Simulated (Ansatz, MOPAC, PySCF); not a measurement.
Species: BH, net charge 0, singlet state. SMILES: [BH]
Coordinates optimised at B3LYP-D3(BJ)/def2-TZVP (Ansatz, an electronic-structure program):
```
B
H 1 1.2331
```
Charge 0, spin multiplicity 1.

Unscaled harmonic wavenumbers (cm⁻¹) in rising order, each level at the stationary point that it reaches from this structure (no distance between atoms moves by over 0.3 Å); the order of modes can differ between levels, and a negative number is imaginary. B3LYP-D3(BJ)/def2-TZVP (PySCF, at the structure above): 2351.

AM1 (MOPAC): 3085. Zero-point energy 4.4 against 3.4 kcal/mol; where all levels lie over 400 cm⁻¹, the wavenumbers are on average 1.312 times those of B3LYP-D3(BJ)/def2-TZVP.

PM6 (MOPAC): 2804. Zero-point energy 4.0 against 3.4 kcal/mol; where all levels lie over 400 cm⁻¹, the wavenumbers are on average 1.193 times those of B3LYP-D3(BJ)/def2-TZVP.

HF/3-21G (Ansatz): 2457. Zero-point energy 3.5 against 3.4 kcal/mol; where all levels lie over 400 cm⁻¹, the wavenumbers are on average 1.045 times those of B3LYP-D3(BJ)/def2-TZVP.

HF/6-31G* (Ansatz): 2515. Zero-point energy 3.6 against 3.4 kcal/mol; where all levels lie over 400 cm⁻¹, the wavenumbers are on average 1.070 times those of B3LYP-D3(BJ)/def2-TZVP.
